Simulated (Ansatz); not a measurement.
Energy needed to pull apart AlSnH5 (SMILES [AlH2][SnH3]), closed shell, into free ground-state atoms, from the structure below (displaced at random from a GFN2-xTB minimum); no zero-point or spin–orbit terms; open-shell atoms are treated unrestricted, in their ground-state multiplicity.

```
7
angstrom
Al -0.4404 -1.5922 0.1740
Sn 0.3473 0.8601 0.1195
H -0.1348 -2.3669 1.2013
H -1.2340 -2.0385 -1.0966
H -0.1232 1.5805 -1.4294
H -0.3158 2.2115 1.2265
H 2.0910 1.4048 -0.0305
```

Computed with Ansatz 0.2.0 (basis: def2-TZVPP); correlated methods freeze the cores. Filled d shells of the heavier atoms are correlated. Core potentials replace the inner electrons of the atoms past krypton. The def2 sets are not built for correlating such inner shells, so the correlated values are less sure here. B3LYP uses VWN-RPA correlation.

```
   method  atomization energy (kJ/mol)
   PBE-D4                         1408
r2SCAN-D4                         1447
  PBE0-D4                         1410
 B3LYP-D4                         1447
  wB97X-V                         1468
  wB97M-V                         1448
       HF                            ?
      MP2                         1366
     CCSD                            ?
  CCSD(T)                         1429
```

What does HF give? (An estimate is asked for; the value comes from the calculation.)

The calculation gives: 1041 kJ/mol, which is about 388 kJ/mol less than CCSD(T)/def2-TZVPP.

What does CCSD give? (Judge from chemistry; the value comes from the calculation.)

Computed: 1416 kJ/mol, which is about 13 kJ/mol less than CCSD(T)/def2-TZVPP.

In triple zeta the MP2 and coupled-cluster atomization energies are still short of their basis limit by a few kcal/mol a bond, whereas those of the functionals are nearly converged, so these differences are not deviations from converged CCSD(T).

No T1 diagnostic of these runs exceeds 0.016.

For scale, one of the runs: CCSD(T)/def2-TZVPP forces, 162 basis functions (an equivalent command: `ansatz run in.yaml --threads 4`). Time: 83 s of wall clock on 4 CPU threads; the host was shared. Peak host memory: 2.4 GiB.
